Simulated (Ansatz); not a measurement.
Cost and result for the atomization energy of CH3AlF2Si (8 atoms, 7 bonds).

Cartesian coordinates in Å:
```
F -0.2025 -2.0565 0.5011
C -0.0376 -0.7615 0.1342
F -1.8023 0.3401 2.4423
Al -0.8695 0.6726 1.1239
Si 0.9213 -0.3037 -1.2351
H -0.6687 2.1719 0.6869
H 1.0031 1.1437 -1.5047
H 1.6561 -1.2067 -2.1486
```

Total charge 0; spin multiplicity 1. The bonds changed during the relaxation, so this is another structure than the one it started from. The structure was optimised at the PBE0-D4/def2-TZVP level. Program: Ansatz. All runs use 2 threads of an Arm Neoverse V2 on a shared host. Times are those of one run each, without the atoms' runs, and a repeat can differ threefold. Electronic energies, without spin–orbit coupling; frozen cores. CCSD(T)/CBS adds CCSD(T) − MP2 in def2-TZVPP to the MP2 limit, and its time is that of the two runs behind it. T1 = 0.016; the RHF reference is unstable towards UHF.

CCSD(T)/CBS is a level of theory with its own doubt, some kJ/mol a heavy atom from the limit and from the frozen cores, so smaller differences don't rank the functionals.

| level | functions | wall time |
| --- | --- | --- |
| revPBE-D4/def2-TZVPP | 219 | 2.2 s |
| BLYP-D4/def2-TZVPP | 219 | 2.2 s |
| PBE0-D4/def2-TZVPP | 219 | 3.3 s |
| CCSD(T)/def2-SVP | 93 | 3.6 s |
| CAM-B3LYP-D4/def2-TZVPP | 219 | 3.8 s |
| r2SCAN-D4/def2-TZVPP (with forces) | 219 | 6 s |
| PBE-QIDH/def2-TZVPP | 219 | 7 s |
| ωB97X-V/def2-TZVPP | 219 | 9.5 s |
| B97M-V/def2-TZVPP | 219 | 10 s |
| ωB97M-V/def2-TZVPP (with forces) | 219 | 14 s |
| MP2/def2-QZVPP | 401 | 21 s |
| CCSD(T)/def2-TZVPP | 219 | 100 s |
| CCSD(T)/CBS(def2) | – | 2.1 min |

Q: What atomization energy does each give, and how far from CCSD(T)/CBS? (Estimate.)

A: The calculation gave: 
| level | atomization (kJ/mol) | difference from CCSD(T)/CBS | per bond |
| --- | --- | --- | --- |
| revPBE-D4/def2-TZVPP | 2650.4 | -32.7 | -4.7 |
| BLYP-D4/def2-TZVPP | 2682.6 | -0.5 | -0.1 |
| PBE0-D4/def2-TZVPP | 2649.8 | -33.3 | -4.7 |
| CCSD(T)/def2-SVP | 2496.1 | -187.0 | -26.7 |
| CAM-B3LYP-D4/def2-TZVPP | 2679.8 | -3.3 | -0.5 |
| r2SCAN-D4/def2-TZVPP (with forces) | 2692.2 | 9.1 | 1.3 |
| PBE-QIDH/def2-TZVPP | 2634.8 | -48.3 | -6.9 |
| ωB97X-V/def2-TZVPP | 2680.6 | -2.5 | -0.4 |
| B97M-V/def2-TZVPP | 2701.2 | 18.1 | 2.6 |
| ωB97M-V/def2-TZVPP (with forces) | 2677.7 | -5.4 | -0.8 |
| MP2/def2-QZVPP | 2725.2 | 42.1 | 6.0 |
| CCSD(T)/def2-TZVPP | 2597.3 | -85.8 | -12.3 |
| CCSD(T)/CBS(def2) | 2683.1 | 0.0 | 0.0 |

At CCSD(T), def2-SVP lies −187.0 kJ/mol from the extrapolated value and def2-TZVPP −85.8 kJ/mol: correlation converges slowly with the basis, and small sets miss more of it in the bonded molecule than in its fragments. In def2-TZVPP, CCSD(T) changes the Hartree–Fock value by +705.7 kJ/mol (the triples alone add +53.5 kJ/mol) and MP2 by +781.3 kJ/mol; breaking electron pairs costs correlation energy, which Hartree–Fock lacks. The D4 term adds +28.0 kJ/mol with B3LYP and +14.6 kJ/mol with PBE0; it sums over pairs of atoms, weighted by their polarisabilities, and B3LYP, whose exchange is more repulsive, gets the larger term.

B3LYP here is the variant with VWN-RPA as its local correlation; programs differ in this.
